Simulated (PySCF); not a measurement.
Match the calculated data to a structure.

All candidates are C7H7N.

- Rotational structure: rotational constants A, B, C: 5.460, 1.545, 1.204 GHz [PBE0-D3(BJ)/def2-SVP]
- 13C NMR: chemical shifts (computed TMS as zero) by class: 143.1 (2 C), 133.9 (1 C), 132.5 (1 C), 113.5 (2 C), 111.5 (1 C) ppm [GIAO KT3/pcSseg-1]
- Couplings: largest of the computed one-bond spin–spin couplings (means over like bonds): 13C–1H +186.2 (×2), 13C–1H +172.4, 13C–1H +167.5 (×2), 13C–1H +164.9, 13C–1H +162.5, 13C–13C +77.0, 13C–13C +60.7 (×2), 13C–13C +60.2 (×2) Hz [B3LYP/pcJ-1, spin–dipole term left out]
- NMR, other nuclei: isotropic shieldings of nuclei other than C and H, by class: -71 (1 N) ppm [GIAO KT3/pcSseg-1]
- Triplet: lowest triplet excitation (Tamm–Dancoff): 3.31 eV [TDA CAM-B3LYP/def2-SVPD]
- UV, first state: lowest singlet excitation: 4.77 eV (260 nm, f = 0.003) [TDDFT CAM-B3LYP/def2-SVPD]
- Polarisability: 90.2 au [CAM-B3LYP/def2-SVPD]
- 1H NMR: chemical shifts (computed TMS as zero) by class: 8.42 (2 H), 6.79 (2 H), 6.29 (1 H), 6.21 (1 H), 5.43 (1 H) ppm [GIAO KT3/pcSseg-1]
- UV, strongest line: among the 10 lowest singlet transitions: S6 at 6.68 eV (186 nm, f = 0.434) [TDDFT CAM-B3LYP/def2-SVPD]

Gas-phase values; electronic properties from PySCF, density fitting. Levels stand in brackets. Geometry: PBE0-D3(BJ)/def2-SVP, one conformer, isolated molecule. NMR values are class means; diastereotopic atoms form classes of their own.

Task: Which candidate is it?
A. `C=Cc1ccncc1`
B. `C=C/C=C/C=C\C#N`
C. `C=CC1=C(CC#N)C1`
D. `C=Nc1ccccc1`

Result: A. It is `C=Cc1ccncc1`. Numbering: `[CH2:1]=[CH:2][c:3]1[cH:4][cH:5][n:6][cH:7][cH:8]1`. Its formula, C7H7N, gives 5 degrees of unsaturation: 1 ring and 4 π bonds in the structure found (Kekulé form). 7 carbons fall into 5 classes; from least to most shielded: aromatic CH next to a ring nitrogen [C5/C7] (143.1 ppm, 2 C), substituted aromatic carbon [C3] (133.9 ppm), alkene CH carbon [C2] (132.5 ppm), aromatic CH carbon [C4/C8] (113.5 ppm, 2 C, up to 7.9 ppm apart in this geometry), terminal =CH2 carbon [C1] (111.5 ppm). Hydrogen classes from least to most shielded: 2 H on 2 like atoms (aromatic CH next to a ring nitrogen), C5/C7 (8.42 ppm), 2 H on 2 aromatic CH carbons, C4/C8 (6.79 ppm, a mean of values up to 0.7 ppm apart in this geometry), 1 H on an alkene CH carbon, C2 (6.29 ppm), 1 H on a terminal =CH2 carbon, C1 (6.21 ppm), 1 H on a terminal =CH2 carbon, C1 (5.43 ppm). The other shieldings belong to: -71 ppm, pyridine-type nitrogen [N6]. The couplings run between: +186.2 Hz, aromatic CH next to a ring nitrogen [C5] and its hydrogen (with 1 like pair); +172.4 Hz, terminal =CH2 carbon [C1] and its hydrogen; +167.5 Hz, aromatic CH carbon [C4] and its hydrogen (with 1 like pair); +164.9 Hz, terminal =CH2 carbon [C1] and its hydrogen; +162.5 Hz, alkene CH carbon [C2] and its hydrogen; +77.0 Hz, terminal =CH2 carbon [C1] and alkene CH carbon [C2]; +60.7 Hz, substituted aromatic carbon [C3] and aromatic CH carbon [C4] (with 1 like pair); +60.2 Hz, aromatic CH carbon [C4] and aromatic CH next to a ring nitrogen [C5] (with 1 like pair). The optimised geometry has point group Cs and is an asymmetric top.

The others, at the same levels:
- `C=Nc1ccccc1` fails: its computed lowest singlet excitation is 4.35 eV (285 nm, f = 0.064) (against 4.77 eV), strongest line among the 10 lowest singlet transitions is S7 at 6.94 eV (179 nm, f = 0.424) (against S6 at 6.68 eV) and rotational constant A is 5.163 GHz (against 5.460 GHz).
- `C=CC1=C(CC#N)C1` fails: its computed lowest singlet excitation is 5.25 eV (236 nm, f = 0.497) (against 4.77 eV), rotational constant A is 3.618 GHz (against 5.460 GHz) and smallest rotational constant is 0.939 GHz (against 1.204 GHz).
- `C=C/C=C/C=C\C#N` fails: its computed lowest singlet excitation is 4.43 eV (280 nm, f = 1.084) (against 4.77 eV), static isotropic polarisability is 112.5 au (against 90.2 au) and rotational constant A is 6.325 GHz (against 5.460 GHz).

Each candidate is one conformer, not necessarily the lowest. Dipoles, sizes and rotational constants follow the conformer. The torsions of the flexible species, by atom-mapped SMILES:
- `[CH2:1]=[CH:2][c:3]1[cH:4][cH:5][n:6][cH:7][cH:8]1`: C1–C2–C3–C4 0°
- `[CH2:1]=[N:2][c:3]1[cH:4][cH:5][cH:6][cH:7][cH:8]1`: C1–N2–C3–C4 44°
- `[CH2:1]=[CH:2][C:3]1=[C:4]([CH2:5][C:6]#[N:7])[CH2:8]1`: C1–C2–C3–C4 180°, C3–C4–C5–C6 0°
- `[CH2:1]=[CH:2]/[CH:3]=[CH:4]/[CH:5]=[CH:6]\[C:7]#[N:8]`: C1–C2–C3–C4 180°, C3–C4–C5–C6 180°
